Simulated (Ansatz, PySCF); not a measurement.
Reaction R1 + R2 → P1 + P2, each structure at its B3LYP-D3(BJ)/def2-TZVP stationary point, reached from a drawn start (curvature not checked).
P1: CH4 (SMILES C), charge 0, multiplicity 1.
R1, H2 (SMILES [H][H]) (charge 0, multiplicity 1):
```json
[
 {"atom": "H", "x (Å)": "0.0000", "y (Å)": "0.0000", "z (Å)": "0.3720"},
 {"atom": "H", "x (Å)": "0.0000", "y (Å)": "0.0000", "z (Å)": "-0.3720"}
]
```
P2: SiH4 (SMILES [SiH4]), charge 0, multiplicity 1.
R2, CH6Si (SMILES C[SiH3]) (charge 0, multiplicity 1, Z-matrix in Å and degrees):
```
Si
H 1 1.4835
H 1 1.4835 2 108.30
H 1 1.4835 2 108.30 3 -117.24
C 1 1.8761 2 110.62 4 -121.38
H 5 1.0915 1 110.88 2 -180.00
H 5 1.0915 6 108.03 1 121.69
H 5 1.0915 6 108.03 7 116.63
```

```
level                                  reaction energy (kJ/mol)  minus CCSD(T)/CBS(cc-pV(T+d)Z, cc-pV(Q+d)Z)
-------------------------------------  ------------------------  -------------------------------------------
HF/cc-pV(T+d)Z                                            -47.9                                        -20.6
HF/cc-pV(Q+d)Z                                            -47.8                                        -20.5
SVWN5/def2-TZVPP                                          -25.7                                          1.6
revPBE-D3(BJ)/def2-TZVPP                                  -23.9                                          3.4
r2SCAN-D3(BJ)/def2-TZVPP                                  -26.3                                          1.0
r2SCAN-D4/def2-TZVPP                                      -26.5                                          0.8
PBE0-D4/def2-TZVPP                                        -28.3                                         -1.0
M06-2X/def2-TZVPP                                         -25.0                                          2.3
CAM-B3LYP-D3(BJ)/def2-TZVPP                               -33.6                                         -6.3
CAM-B3LYP-D4/def2-TZVPP                                   -33.6                                         -6.3
B2PLYP-D3(BJ)/def2-TZVPP                                  -30.3                                         -3.0
B2PLYP-D4/def2-TZVPP                                      -31.0                                         -3.7
SCS-MP2/cc-pV(D+d)Z                                       -39.7                                        -12.4
CCSD(T)/CBS(cc-pV(T+d)Z, cc-pV(Q+d)Z)                     -27.3                                          0.0
```

 The comparison column counts from a level with limits of its own.

P less R. No zero-point or thermal terms.

Frozen-core correlation throughout. CBS(a, b) extrapolates the correlation energy as X⁻³ and adds the Hartree–Fock energy of set b.

Codes used: Ansatz (Gaussian orbitals); PySCF for M06-2X and the D3/D4 terms. All values are computed, each at the level named.

Ansatz is a first-principles code.
